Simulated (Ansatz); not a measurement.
Ansatz (an electronic-structure program) input (B3LYP-D3(BJ)/def2-TZVP):

Ansatz 0.2 input:
```yaml
crystal:
  periodic: [false, false, false]
  atoms:
    - {symbol: Si, position_ang: [-0.22037236, 0.23181944, 0.15939263]}
    - {symbol: F, position_ang: [-0.17284188, -0.23786104, 1.69339192]}
    - {symbol: O, position_ang: [-0.14655755, 1.78336067, -0.07459949]}
    - {symbol: O, position_ang: [1.27416996, -0.08815766, -0.47585004]}
    - {symbol: O, position_ang: [-1.34797699, -0.61028530, -0.59651069]}
    - {symbol: H, position_ang: [2.03384431, 0.40776866, -0.17214177]}
    - {symbol: H, position_ang: [-1.47595492, -1.54031134, -0.42425748]}
basis:
  gaussian:
    orbitals: def2-TZVP
hamiltonian:
  xc: b3lyp
  dispersion: d3bj
magnetization: {spin_polarized: true, initial_magnetization: 1}
relax: {f_tol: 0.002, max_steps: 150}
```

End of the output:

```
reference -16776.65729924 eV, -616.5307841202 hartree; 25, 24 occupied and 148, 149 virtual orbitals, 958 factors
relax step  11: F+E_penalty+E_count = -16776.86187081 eV  Δ(F+E_penalty+E_count) = -3.629e-6 eV  max|allowed force component| = 1.047e-2 eV/Å  Δτ_max = 0.0019 Å  (54 SCF iters, accepted)
these checks for a lower state are left out or cut short: starts, cluster_reference, orbital_swaps, neighbouring_geometries, increment
integrals: 0.08 GiB planned
958 factors; their error is unknown
0.22 GiB of the device are held for the grids
0.89 GiB of device memory are held for the factors and their scratch space
mean field: 0.80 GiB planned
mean field -16776.65709056 eV, -616.5307764514 hartree, gradient 5.9e-6 eV, S^2 0.753240; 0 other end points of the search recorded, 0 dependent functions left out
the calculation of the forces begins
reference -16776.65730274 eV, -616.5307842488 hartree; 25, 24 occupied and 148, 149 virtual orbitals, 958 factors
relax step  12: F+E_penalty+E_count = -16776.86187345 eV  Δ(F+E_penalty+E_count) = -2.643e-6 eV  max|allowed force component| = 1.133e-3 eV/Å  Δτ_max = 0.0006 Å  (48 SCF iters, accepted)
integrals: 0.08 GiB planned
958 factors; their error is unknown
0.22 GiB of the device are held for the grids
0.89 GiB of device memory are held for the factors and their scratch space
mean field: 0.80 GiB planned
mean field evaluation 192: about -16776.6570 eV, gradient 1.8e-2 eV
mean field -16776.65709056 eV, -616.5307764514 hartree, gradient 5.9e-6 eV, S^2 0.753240; 3 other end points of the search recorded, 0 dependent functions left out
the calculation of the forces begins
reference -16776.65730274 eV, -616.5307842488 hartree; 25, 24 occupied and 148, 149 virtual orbitals, 958 factors
Total energy: -16776.86208563 eV, -616.5383098814 hartree
Atom 0 at    -0.136133     0.208266     0.116785 Å, force    -0.000059     0.000364    -0.000825 eV/Å
Atom 1 at    -0.134882    -0.216569     1.652864 Å, force     0.000055    -0.000102     0.000243 eV/Å
Atom 2 at    -0.383092     1.831654    -0.036237 Å, force     0.000274    -0.000457    -0.000063 eV/Å
Atom 3 at     1.327119    -0.046396    -0.543679 Å, force     0.000837     0.000538     0.000406 eV/Å
Atom 4 at    -1.290920    -0.615909    -0.656432 Å, force     0.000267     0.001052     0.000420 eV/Å
Atom 5 at     2.112124     0.269060    -0.086868 Å, force    -0.000922    -0.000262    -0.000192 eV/Å
Atom 6 at    -1.549905    -1.483772    -0.337008 Å, force    -0.000452    -0.001133     0.000012 eV/Å
Dipole moment:     0.211013    -0.379662     0.145264 e Å
```

It need not be the lowest isomer of its formula.
